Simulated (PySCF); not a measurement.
Ge(F)2(Br)(OH) (BrF2GeHO), SMILES [OH][Ge]([F])([F])[Br]. Geometry: r2SCAN-D4/def2-SVP. Other conformers were not sampled.

All values below come from r2SCAN-D4/def2-SVP run with PySCF.

Harmonic wavenumbers (cm⁻¹): 81, 153, 168, 231, 244, 253, 347, 715, 752, 772, 899, 3820. Rotational constants (GHz): 3.519, 1.279, 1.266; symmetry number 1.

### Question
Work out the zero-point energy and the ideal-gas rigid-rotor harmonic-oscillator thermochemistry at 298.15 K and 1 atm.

### Answer
ZPE = ½ Σ hcν = ½ × 8436 cm⁻¹ = 12.06 kcal/mol. H − E(el) = 17.08 kcal/mol. Entropy in cal/(mol K): translation 41.89, rotation 28.42, vibration 16.40, total 86.72. G − E(el) = -8.78 kcal/mol. Cp = 23.33 cal/(mol K). Modes under 150 cm⁻¹ make the vibrational entropy uncertain.
